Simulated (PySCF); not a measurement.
ClH7OSi3, SMILES [SiH3]O[SiH2][SiH2]Cl.

Geometry: B3LYP-D3(BJ)/def2-SVP. The structure was generated by enumeration, and PubChem lists no compound with its InChIKey, so it may never have been made. One conformer was computed; it need not be the lowest.

All values below come from B3LYP/def2-TZVP run with PySCF.

Gas-phase values at a fixed geometry.

Computed frontier levels, gap, dipole moment and polarisability:
highest occupied level: -7.74 eV
lowest empty level: -1.31 eV
orbital gap: 6.43 eV
dipole moment: 1.57 D
quadrupole, principal values (traceless, Buckingham form, about the centre of nuclear charge): -4.62, 1.87, 2.75 D·Å
mean static polarisability: 93.8 bohr³ (13.90 Å³)
polarisability, principal values: 79.5, 89.5, 112.5 bohr³
